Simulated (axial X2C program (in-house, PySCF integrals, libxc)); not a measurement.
# AuF: from the spin-free to the two-component result

Calculated with an axial X2C code built on PySCF integrals. Spin-free means the one-electron spin-free X2C Hamiltonian; two-component (2c) means X2C with spin–orbit coupling and atomic mean-field two-electron Coulomb and Gaunt terms, so the difference of the two also holds small scalar two-electron terms. Basis: Au dyall-cv3z [13s14p9d6f4g], F dyall-av3z [7s6p3d2f] (cores contracted in-house); Gaussian nuclei, density fitting, unrestricted open shells. Masses: Au 196.967 u, F 18.998 u.

Spin-free state: M_S = 0, Λ = 0 (closed shell); fragments Au + F.

```json
{"level": "PBE0", "Re (Å)": "1.928", "ωe (cm⁻¹)": "549.6", "De (eV)": "2.881", "μ (D)": "-4.17"}
{"level": "HF", "Re (Å)": "1.973", "ωe (cm⁻¹)": "521.1", "De (eV)": "1.120", "μ (D)": "-5.74"}
{"level": "MP2", "Re (Å)": "1.922", "ωe (cm⁻¹)": "564.4", "De (eV)": "3.065", "μ (D)": "n/a"}
{"level": "CCSD", "Re (Å)": "1.939", "ωe (cm⁻¹)": "550.5", "De (eV)": "2.757", "μ (D)": "n/a"}
{"level": "CCSD(T)", "Re (Å)": "1.940", "ωe (cm⁻¹)": "546.8", "De (eV)": "2.891", "μ (D)": "n/a"}
{"level": "PW91", "Re (Å)": "1.936", "ωe (cm⁻¹)": "534.6", "De (eV)": "3.366", "μ (D)": "-3.60"}
{"level": "B3LYP", "Re (Å)": "1.943", "ωe (cm⁻¹)": "534.5", "De (eV)": "2.918", "μ (D)": "-4.09"}
{"level": "PBEsol", "Re (Å)": "1.911", "ωe (cm⁻¹)": "561.3", "De (eV)": "3.639", "μ (D)": "-3.48"}
```

Correlated methods: 18 electrons correlated (number of frozen shells: Au 5 s, 4 p, 2 d, 1 f; F 1 s), 286 virtual spin orbitals or spinors in MP2, 140 natural virtuals in coupled cluster.

Dipoles are positive if F is the positive end.

Two-component determinant lowest at the distance of the search:

Ω = 0 (closed shell); fragments Au + F.

```csv
level,Re (Å),ωe (cm⁻¹),De (eV),μ (D)
PBE0,1.921,556.9,2.934,-4.07
HF,1.966,525.4,1.135,-5.66
MP2,1.916,570.3,3.095,n/a
CCSD,1.932,555.4,2.784,n/a
CCSD(T),1.933,552.0,2.915,n/a
PW91,1.929,543.1,3.431,-3.50
B3LYP,1.936,542.1,2.975,-3.99
PBEsol,1.905,569.9,3.707,-3.38
```

(1) From the two tables, how do the constants change at the CCSD(T) level (2c against spin-free)?

The state is a single determinant with fixed occupations, the lowest that a limited PBE0 search found. The closed shell is kept restricted, so the energy runs too high when the bond is stretched far. De is counted from the lowest determinant-based energies of the atoms at the same level, without counterpoise correction. CCSD and (T) use frozen natural virtuals with an MP2 correction for the truncation; (T) itself is uncorrected, so its De runs slightly low. In 2c an atomic determinant is not the ground J level, so De misses part of the atomic spin–orbit lowering. This holds for PBE0, PW91, B3LYP, PBEsol. The functionals have no current-density term, which raises determinants with orbital currents, atoms included. The T1 diagnostic is large, a sign of multireference character.

## Answers

(1) At the CCSD(T) level Re drops by 0.007 Å and ωe increases by 5.2 cm⁻¹; De changes by 0.024 eV.
